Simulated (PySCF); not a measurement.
C3H6OSi. Atoms are numbered in the order given.

```xyz
11

C      0.3068    -2.4677     0.0000
C      0.7188    -1.1959     0.0000
C     -0.2740    -0.0740     0.0000
O     -1.4737    -0.2820     0.0000
Si     0.2874     1.7760     0.0000
H     -0.7666    -2.6855     0.0000
H      1.0095    -3.3062     0.0000
H      1.7833    -0.9371     0.0000
H      1.7749     1.9033     0.0000
H     -0.2726     2.4212    -1.2189
H     -0.2726     2.4212     1.2189
```

Geometry: ωB97X-D3(BJ)/def2-SVP. One conformer was computed; it need not be the lowest.

These are B3LYP/def2-TZVP run with PySCF values and carry that method's errors.

The molecule is in vacuum.

Computed frontier levels, gap, dipole moment and polarisability:
- highest occupied level: -6.82 eV
- lowest empty level: -2.54 eV
- orbital gap: 4.28 eV
- dipole moment: 2.45 D
- quadrupole, principal values (traceless, Buckingham form, about the centre of nuclear charge): -5.24, -1.66, 6.90 D·Å
- mean static polarisability: 67.8 bohr³ (10.05 Å³)
- polarisability, principal values: 47.4, 63.5, 92.6 bohr³
